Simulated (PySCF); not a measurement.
**Two-dimensional NMR puzzle**

Compound of formula C3H8O2Si. Correlations simulated from computed shifts and the bond graph:

HSQC (one-bond C–H):
```csv
δH,δC
6.50,142.3
5.50,114.4
1.73,15.8
```

COSY cross peaks (H two or three bonds apart, from the bond graph; peaks can be absent where the dihedral angle is near 90°):
```csv
δH,δH
6.50,5.50
5.50,1.73
```

HMBC (two and three bonds, from the bond graph):
```csv
δH,δC
6.50,"114.4, 15.8"
5.50,"142.3, 15.8"
5.09,142.3
1.73,"142.3, 114.4"
```

[PySCF: shieldings: GIAO PBE0/pcSseg-1; structure optimised with GFN2-xTB; one computed conformer; non-relativistic Hamiltonian; no solvent; one averaged value for each set of equivalent atoms]

Shifts are taken against calculated references (same method and geometry level): 1H (σref 31.72) and 13C (σref 186.93) vs TMS.

Exchangeable hydrogens are left out of these lists.

Q: Work out the connectivity.

A: `C/C=C/O[SiH2]O`.

Atoms are numbered as in `[CH3:1]/[CH:2]=[CH:3]/[O:4][SiH2:5][OH:6]` (H(Xn): hydrogen on atom n).

1. δC 142.3 is C3, an alkene carbon bearing oxygen (δH 6.50).
2. δC 114.4 is C2, a β carbon of an enol-ether or enamine type C=C (δH 5.50).
3. δC 15.8 is C1, an allylic methyl carbon (δH 1.73).
4. COSY links 6.50–5.50, 5.50–1.73.

The shifts were computed for this structure.

Exchangeable OH/NH protons stand at their gas-phase positions; hydrogen bonding in a real sample shifts them, mostly to higher δ. Shifts are as computed. Against solution values, carbons near 30 ppm lie about +3 ppm off and those near 130 ppm about +5 ppm. Of 1313 compounds with measured shifts, 239 miss one by over three times the rms of a fit or turn the order of signals round; such compounds aren't used in these exercises.
